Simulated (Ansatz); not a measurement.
Ideal-gas functions of F₂H₃N₂Ta (`[NH]=[Ta]([NH2])([F])[F]`) at 298.15 K and 1 bar, from an Ansatz frequency run at PBE0-D4/def2-TZVP.

Molar mass 249.98 g/mol, point group Cs (symmetry number 1), electronic degeneracy 1, moments of inertia 162.056, 164.604, 183.559 u Å². Harmonic wavenumbers (cm⁻¹, unscaled): 171, 178, 190, 220, 244, 408, 488, 514, 584, 620, 658, 667, 705, 1014, 1553, 3571, 3679, 3691.

Use S(trans) = R[1.5 ln M + 2.5 ln T − 1.1517]; rotational temperatures θ = 24.2544 K / I; S(rot) = R[ln(√π/σ · √(T³/θAθBθC)) + 1.5]; for each mode x = 1.438777 ν̃/T, S = R[x/(eˣ − 1) − ln(1 − e⁻ˣ)] and H = RT x/(eˣ − 1); 1 cm⁻¹ = 0.0119627 kJ/mol; R = 8.31446 J/(mol·K).

By hand: the entropy, in J/(mol·K).

Translation 177.7. Rotation: θ = 0.1497, 0.1474, 0.1321 K, giving 112.6. Vibration, mode by mode: 10.14, 9.83, 9.32, 8.20, 7.42, 3.91, 2.88, 2.61, 2.00, 1.74, 1.51, 1.45, 1.26, 0.37, 0.04, 0.00, 0.00, 0.00, in all 62.7. Electronic 0.0. Sum 353.0 J/(mol·K).

By hand: H − E and G − E in kJ/mol, counted from the electronic energy.

Zero-point energy ½ × 19155 × 0.0119627 = 114.6; thermal vibration 11.2; translation, rotation and pV give 4 RT = 9.9. H − E = 135.7 kJ/mol, and G − E = 135.7 − 298.15 × 353.0/1000 = 30.5 kJ/mol.

Vibration gives 18 % of the entropy. The sum counts one conformer and one mirror image; others add a mixing term.
